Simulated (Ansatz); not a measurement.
Consider the atomization: `CBCNC` → B• + 3 C• + 10 H• + N•.

Isolated molecules relaxed with PBE0-D4/def2-TZVP in Ansatz; ΔE leaves out vibrations. CBS: MP2 limit from def2 TZ/QZ plus the TZ coupled-cluster correction, frozen cores. This one scheme is used for every species, atoms too. For atomizations the MP2-based limit and the directly extrapolated one differ by several kJ/mol either way, and by 10 to 25 for some Ge, Se and Sn compounds, so smaller differences from it don't rank the levels. Functionals use def2-TZVPP. B3LYP here is the variant with VWN-RPA as its local correlation; programs differ in this. Open shells (•) are unrestricted, without spin–orbit coupling. Spin–orbit coupling would lower the free atoms: a little for B, C. Each species was taken in one conformer, which may not be the lowest.

`CBCNC`:

Cartesian coordinates in Å:
```
C 1.064 -1.576 0.416
B -0.421 -1.180 0.651
C -0.966 0.284 0.628
N -0.048 1.327 0.208
C 0.168 1.333 -1.222
H 1.123 -2.074 -0.563
H 1.754 -0.731 0.407
H 1.405 -2.330 1.133
H -1.228 -2.038 0.899
H -1.939 0.316 0.098
H -1.239 0.451 1.685
H -0.398 2.232 0.493
H -0.763 1.403 -1.812
H 0.812 2.170 -1.498
H 0.676 0.413 -1.524
```

```tsv
level	ΔE (kcal/mol)
r2SCAN	1348.8
B3LYP	1344.5
BHLYP	1316.6
HF/def2-SVP	1022.6
```

What does CCSD(T)/CBS give? (An estimate is asked.)

Computed: +1344.6 kcal/mol. The listed levels differ from it by 4.2, -0.1, -28.0, -322.0 kcal/mol.

Largest T1 diagnostic among the species: 0.014.

In def2-TZVPP, CCSD(T) changes the Hartree–Fock value by +307.8 kcal/mol (the triples alone add +15.4 kcal/mol) and MP2 by +319.0 kcal/mol; breaking electron pairs costs correlation energy, which Hartree–Fock lacks. At CCSD(T), def2-SVP lies −57.4 kcal/mol from the extrapolated value and def2-TZVPP −30.3 kcal/mol: correlation converges slowly with the basis, and small sets miss more of it in the bonded molecule than in its fragments.
